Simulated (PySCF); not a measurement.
Ionisation energy of Ni by level of theory

Ni [Ar] 3d8 4s2 (3F) → Ni⁺ [Ar] 3d9 (2D), as a difference of total energies. All numbers are calculated (PySCF 2.14, the spin-free X2C one-electron Hamiltonian (Gaussian nucleus), in x2c-TZVPall (6s5p4d1f, 48 functions)). Correlated levels: valence: [Ar] frozen. The calculations carry no spin-orbit coupling.

Problem. Order these methods by the ionisation energy they give, lowest first.
A. M06-L
B. MP2 (valence)
C. PBE0
D. SCS-MP2 (valence)

Solution. B (6.991 eV), D (7.220 eV), C (7.803 eV), A (7.884 eV).

The reference lies between the lowest fine-structure levels, while these numbers refer to the centres of the terms.

Errors of the correlated levels include the incompleteness of this basis and the frozen core.

MP2 underrates the near-degeneracy of ns² with np² in the lower species.

For comparison: 7.640 eV (measured; NIST Atomic Spectra Database, ionization energies).
